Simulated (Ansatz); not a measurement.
B6As5H18⁻, a cluster cut from wurtzite BAs (hydrogen-capped) was relaxed with PBE-D4 (def2-SVP) in Ansatz in these states: charge -1 singlet, neutral doublet. The geometries follow in no particular order.

A:

```xyz
29

B    -0.600    1.858   -1.658
As   -1.654    0.191   -1.023
As    1.343   -1.003   -1.930
B    -0.539   -1.562   -1.299
B    -2.369    0.326    0.917
As   -0.356   -2.474    0.541
As    1.054    1.903   -0.401
B     2.427    0.421   -0.909
B     0.583    2.032    1.610
As   -0.644    0.430    2.071
B     0.301   -1.422    2.186
H    -0.244    1.710   -2.827
H    -1.306    2.843   -1.460
H    -2.845   -0.015   -1.963
H     1.176   -0.645   -3.402
H     2.162   -2.284   -2.129
H    -1.033   -2.340   -2.103
H    -3.002    1.373    1.010
H    -3.011   -0.687    1.200
H    -1.705   -3.138    0.789
H     0.462   -3.756    0.341
H     1.780    3.206   -0.740
H     3.291    0.832   -1.678
H     2.863   -0.145    0.085
H    -0.083    3.055    1.762
H     1.609    1.980    2.285
H    -1.132    0.682    3.500
H     1.513   -1.315    2.047
H    -0.041   -2.058    3.178
```

B:

```xyz
29

B    -2.104   -0.757    1.186
As   -0.129   -0.917    1.701
As   -0.145   -2.133   -1.430
B     1.040   -1.804    0.220
B     0.650    0.886    2.354
As    2.532   -0.465   -0.276
As   -2.140    0.359   -0.608
B    -1.298   -0.618   -2.209
B    -1.319    2.223   -0.068
As    0.591    2.050    0.601
B     2.033    1.471   -0.768
H    -2.564   -1.774    0.649
H    -2.770   -0.229    2.055
H    -0.083   -1.873    2.888
H    -1.003   -3.344   -1.096
H     0.709   -2.736   -2.538
H     1.531   -2.858    0.586
H    -0.103    1.370    3.184
H     1.823    0.764    2.683
H     3.534   -0.536    0.865
H     3.375   -1.101   -1.376
H    -3.604    0.638   -0.923
H    -2.161   -1.100   -2.925
H    -0.522    0.144   -2.767
H    -2.072    2.791    0.698
H    -1.346    2.530   -1.275
H     0.948    3.435    1.126
H     1.563    1.423   -1.894
H     3.035    2.160   -0.642
```

**Question.** Judge from the bond lengths which geometry belongs to which state (an estimate).

**Answer.** A is the charge -1 singlet (B9–As10 2.070 Å, As7–B9 2.070 Å, B1–As7 2.078 Å); B is the neutral doublet (B9–As10 2.031 Å, As7–B9 2.108 Å, B1–As7 2.113 Å).
